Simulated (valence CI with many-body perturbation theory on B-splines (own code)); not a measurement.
# E1 transitions of Eu⁵⁸⁺

Level of theory: relativistic CI+MBPT: three valence electrons over a frozen Dirac-Fock core [He], radial functions for each j: 11 s, 11 p, 9 d, 7 f, 5 g, 2 h, 1 i, with the one-electron correlation potential Σ1 (screened to all orders), the two-electron term Σ2, the three-electron term Σ3, Breit, model QED; selected single and double excitations, second order for the rest (own B-spline code, finite nucleus).

The last digits are not significant, and no measured levels were compared; by estimate large intervals hold to a few tenths of a per cent, small ones and those within an open d or f shell to about a per cent.

Lines 201 to 250 of 276 in falling wavelength, among levels below 648.30 Ry, chosen from the strongest by gf and those to the six lowest levels. Wavelengths and rates use the calculated energies. Electric multipoles are in the length gauge, E1 and E2 with the static RPA response of the core. Weak lines are less certain than strong ones. Lines between different terms over intervals too small for the method are left out, as are lines whose strength nearly cancels. The highest levels of a list are the least certain.

Levels are named by their leading jj configuration (3d3/2^4 stands for four electrons in 3d with j = 3/2), which in mixed levels can hold well under half, so a name can repeat and another be missing. Letters in brackets count levels of one name in rising energy.

```
λ vac (Å)                          Upper                       Lower   A (s⁻¹)  S (a.u.) with core polarisation  S without
    1.634      (2p1/2 2p3/2 3p1/2) J=5/2      (2s 2p1/2 2p3/2) J=5/2  2.82e+14                         3.64e-03   3.64e-03
    1.633  (2p1/2 2p3/2 3d3/2) J=3/2 [b]       (2p1/2^2 2p3/2) J=3/2  8.29e+14                         7.13e-03   7.14e-03
    1.633     (2s 2p1/2 3p1/2) J=1/2 [b]          (2s^2 2p1/2) J=1/2  1.22e+14                         5.26e-04   5.25e-04
    1.632  (2p1/2 2p3/2 3d3/2) J=1/2 [b]       (2p1/2^2 2p3/2) J=3/2  9.72e+14                         4.17e-03   4.17e-03
    1.630      (2p1/2 2p3/2 3p1/2) J=1/2  (2s 2p1/2 2p3/2) J=3/2 [a]  4.26e+14                         1.82e-03   1.82e-03
    1.629  (2p1/2 2p3/2 3p1/2) J=3/2 [a]  (2s 2p1/2 2p3/2) J=3/2 [a]  2.98e+14                         2.54e-03   2.54e-03
    1.626     (2s 2p3/2 3d5/2) J=3/2 [a]  (2s 2p1/2 2p3/2) J=3/2 [b]  1.71e+14                         1.45e-03   1.46e-03
    1.626      (2p1/2 2p3/2 3p1/2) J=5/2  (2s 2p1/2 2p3/2) J=3/2 [a]  8.32e+13                         1.06e-03   1.06e-03
    1.626     (2s 2p3/2 3d3/2) J=5/2 [a]      (2s 2p1/2 2p3/2) J=5/2  2.94e+14                         3.75e-03   3.75e-03
    1.626     (2s 2p3/2 3d5/2) J=3/2 [a]      (2s 2p1/2 2p3/2) J=1/2  2.21e+14                         1.88e-03   1.88e-03
    1.626  (2p1/2 2p3/2 3p1/2) J=3/2 [b]      (2s 2p1/2 2p3/2) J=5/2  2.93e+14                         2.48e-03   2.48e-03
    1.626     (2s 2p1/2 3d3/2) J=3/2 [b]          (2s 2p1/2^2) J=1/2  9.10e+14                         7.72e-03   7.72e-03
    1.626         (2s 2p3/2 3p1/2) J=1/2          (2s^2 2p3/2) J=3/2  1.99e+14                         8.44e-04   8.43e-04
    1.625     (2s 2p3/2 3p1/2) J=3/2 [b]          (2s^2 2p3/2) J=3/2  1.39e+14                         1.18e-03   1.18e-03
    1.625         (2s 2p3/2 3d3/2) J=7/2      (2s 2p1/2 2p3/2) J=5/2  7.55e+14                         1.28e-02   1.28e-02
    1.625     (2s 2p3/2 3d3/2) J=3/2 [a]      (2s 2p1/2 2p3/2) J=5/2  2.38e+13                         2.01e-04   2.02e-04
    1.624         (2s 2p1/2 3d3/2) J=1/2          (2s 2p1/2^2) J=1/2  6.60e+14                         2.79e-03   2.80e-03
    1.622     (2s 2p3/2 3d3/2) J=5/2 [b]  (2s 2p1/2 2p3/2) J=3/2 [b]  7.19e+14                         9.09e-03   9.09e-03
    1.621     (2s 2p3/2 3d3/2) J=1/2 [b]      (2s 2p1/2 2p3/2) J=1/2  4.80e+14                         2.02e-03   2.02e-03
    1.620     (2s 2p3/2 3d3/2) J=3/2 [b]  (2s 2p1/2 2p3/2) J=3/2 [b]  1.63e+14                         1.37e-03   1.37e-03
    1.619     (2s 2p3/2 3d3/2) J=3/2 [b]      (2s 2p1/2 2p3/2) J=1/2  1.93e+14                         1.62e-03   1.62e-03
    1.618         (2s 2p3/2 3d5/2) J=1/2      (2s 2p1/2 2p3/2) J=1/2  1.93e+14                         8.09e-04   8.09e-04
    1.618     (2s 2p3/2 3d3/2) J=5/2 [a]  (2s 2p1/2 2p3/2) J=3/2 [a]  3.00e+14                         3.76e-03   3.76e-03
    1.618  (2p1/2 2p3/2 3p1/2) J=3/2 [b]  (2s 2p1/2 2p3/2) J=3/2 [a]  2.19e+13                         1.83e-04   1.83e-04
    1.617             (2s^2 3d3/2) J=3/2          (2s^2 2p1/2) J=1/2  7.15e+14                         5.97e-03   5.97e-03
    1.617     (2s 2p3/2 3d3/2) J=3/2 [a]  (2s 2p1/2 2p3/2) J=3/2 [a]  4.63e+14                         3.86e-03   3.87e-03
    1.616     (2s 2p3/2 3d3/2) J=1/2 [a]  (2s 2p1/2 2p3/2) J=3/2 [a]  5.96e+14                         2.49e-03   2.49e-03
    1.613     (2s 2p3/2 3d5/2) J=3/2 [a]      (2s 2p1/2 2p3/2) J=5/2  2.71e+12                         2.25e-05   2.25e-05
    1.613     (2s 2p3/2 3d5/2) J=5/2 [a]      (2s 2p1/2 2p3/2) J=5/2  1.69e+12                         2.10e-05   2.10e-05
    1.613         (2s 2p1/2 3d5/2) J=3/2          (2s 2p1/2^2) J=1/2  7.02e+11                         5.82e-06   5.84e-06
    1.611     (2s 2p3/2 3d5/2) J=7/2 [a]      (2s 2p1/2 2p3/2) J=5/2  1.88e+13                         3.11e-04   3.11e-04
    1.610     (2p1/2 2p3/2 3s) J=3/2 [a]          (2s^2 2p3/2) J=3/2  8.52e+12                         7.02e-05   7.01e-05
    1.609     (2s 2p3/2 3d3/2) J=5/2 [b]      (2s 2p1/2 2p3/2) J=5/2  1.20e+12                         1.49e-05   1.48e-05
    1.609         (2p1/2 2p3/2 3s) J=1/2          (2s^2 2p3/2) J=3/2  1.80e+13                         7.41e-05   7.41e-05
    1.607     (2s 2p3/2 3d3/2) J=3/2 [b]      (2s 2p1/2 2p3/2) J=5/2  5.27e+11                         4.32e-06   4.32e-06
    1.607         (2p1/2 2p3/2 3s) J=5/2          (2s^2 2p3/2) J=3/2  2.31e+13                         2.84e-04   2.84e-04
    1.606             (2p1/2^2 3s) J=1/2          (2s^2 2p1/2) J=1/2  5.06e+13                         2.07e-04   2.07e-04
    1.605     (2p1/2 2p3/2 3s) J=3/2 [b]          (2s^2 2p3/2) J=3/2  2.19e+13                         1.79e-04   1.79e-04
    1.605     (2s 2p3/2 3d5/2) J=5/2 [a]  (2s 2p1/2 2p3/2) J=3/2 [a]  7.62e+11                         9.33e-06   9.33e-06
    1.604  (2p1/2 2p3/2 3p3/2) J=1/2 [a]      (2s 2p1/2 2p3/2) J=1/2  1.53e+14                         6.24e-04   6.23e-04
    1.603  (2p1/2 2p3/2 3p3/2) J=3/2 [a]  (2s 2p1/2 2p3/2) J=3/2 [b]  1.14e+14                         9.26e-04   9.25e-04
    1.603  (2p1/2 2p3/2 3p3/2) J=3/2 [a]      (2s 2p1/2 2p3/2) J=1/2  7.90e+13                         6.42e-04   6.41e-04
    1.602     (2s 2p3/2 3d3/2) J=5/2 [b]  (2s 2p1/2 2p3/2) J=3/2 [a]  6.12e+12                         7.45e-05   7.46e-05
    1.600     (2s 2p3/2 3d5/2) J=7/2 [b]      (2s 2p1/2 2p3/2) J=5/2  1.13e+13                         1.83e-04   1.83e-04
    1.599     (2s 2p1/2 3p3/2) J=3/2 [a]          (2s^2 2p1/2) J=1/2  9.74e+13                         7.86e-04   7.86e-04
    1.599  (2p1/2 2p3/2 3p3/2) J=3/2 [b]      (2s 2p1/2 2p3/2) J=1/2  6.66e+13                         5.37e-04   5.37e-04
    1.598     (2s 2p3/2 3p3/2) J=3/2 [a]          (2s^2 2p3/2) J=3/2  1.62e+14                         1.31e-03   1.30e-03
    1.597  (2p1/2 2p3/2 3p3/2) J=5/2 [b]  (2s 2p1/2 2p3/2) J=3/2 [b]  1.11e+14                         1.34e-03   1.34e-03
    1.595     (2s 2p3/2 3p3/2) J=5/2 [a]          (2s^2 2p3/2) J=3/2  1.64e+14                         1.97e-03   1.97e-03
    1.594     (2s 2p3/2 3p3/2) J=1/2 [a]          (2s^2 2p3/2) J=3/2  3.32e+14                         1.33e-03   1.33e-03
```
